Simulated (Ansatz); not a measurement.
Ideal-gas functions of `NB1[SiH2]S1` at 600 K and 1 bar, from an Ansatz frequency run at PBE0-D4/def2-TZVP.

Molar mass 89.0 g/mol, point group Cs (symmetry number 1), electronic degeneracy 1, moments of inertia 76.592, 129.852, 200.439 u Å². Harmonic wavenumbers (cm⁻¹, unscaled): 261, 299, 435, 500, 557, 563, 570, 583, 635, 703, 955, 1009, 1449, 1629, 2227, 2238, 3613, 3715.

Use S(trans) = R[1.5 ln M + 2.5 ln T − 1.1517]; rotational temperatures θ = 24.2544 K / I; S(rot) = R[ln(√π/σ · √(T³/θAθBθC)) + 1.5]; for each mode x = 1.438777 ν̃/T, S = R[x/(eˣ − 1) − ln(1 − e⁻ˣ)] and H = RT x/(eˣ − 1); 1 cm⁻¹ = 0.0119627 kJ/mol; R = 8.31446 J/(mol·K).

Task: By hand: the entropy, in J/(mol·K).

Result: Translation 179.4. Rotation: θ = 0.3167, 0.1868, 0.121 K, giving 117.5. Vibration, mode by mode: 12.35, 11.26, 8.33, 7.29, 6.50, 6.42, 6.33, 6.17, 5.58, 4.89, 3.03, 2.74, 1.18, 0.84, 0.25, 0.25, 0.01, 0.01, in all 83.4. Electronic 0.0. Sum 380.3 J/(mol·K).

Task: By hand: H − E and G − E in kJ/mol, counted from the electronic energy.

Result: Zero-point energy ½ × 21941 × 0.0119627 = 131.2; thermal vibration 29.5; translation, rotation and pV give 4 RT = 20.0. H − E = 180.7 kJ/mol, and G − E = 180.7 − 600 × 380.3/1000 = -47.5 kJ/mol.

Vibration gives 22 % of the entropy. The sum counts one conformer and one mirror image; others add a mixing term.
